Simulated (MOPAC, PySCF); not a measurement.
C2H4OSi, SMILES `O[SiH2]C#C`, neutral singlet in the gas phase. 

Cartesian coordinates (Å):
```xyz
8

C      2.0293     0.4991    -0.5574
C      0.9543     0.0698    -0.2171
Si    -0.6735    -0.5710     0.3143
O     -1.8865     0.4495    -0.1128
H      2.9799     0.8749    -0.8607
H     -0.9544    -1.8491    -0.3714
H     -0.6049    -0.7655     1.7847
H     -1.8240     1.3623     0.1717
```
Charge 0, multiplicity 1.

All levels are single points at this geometry (PBE0-D4/def2-TZVP); Pople sets use spherical d functions. Orbital energies aren't observables, and empty levels follow the basis.

```
level                       HOMO (eV)  LUMO (eV)  gap (eV)  dipole (D)  vertical IE, Delta-SCF (eV)
--------------------------  ---------  ---------  --------  ----------  ---------------------------
PBE0-D4/def2-TZVP in PySCF      -8.29      -0.58      7.72        1.65                            –
B3LYP/6-311+G** in PySCF        -8.11      -0.97      7.14        1.76                            –
PBE/6-31G* in PySCF             -6.70      -1.06      5.64        1.76                            –
HF/STO-3G in PySCF              -8.82       9.93     18.75        1.07                            –
PM3 in MOPAC                   -10.01       0.79     10.80        1.06                            –
PM6 in MOPAC                   -10.71      -0.15     10.55        1.87                            –
```
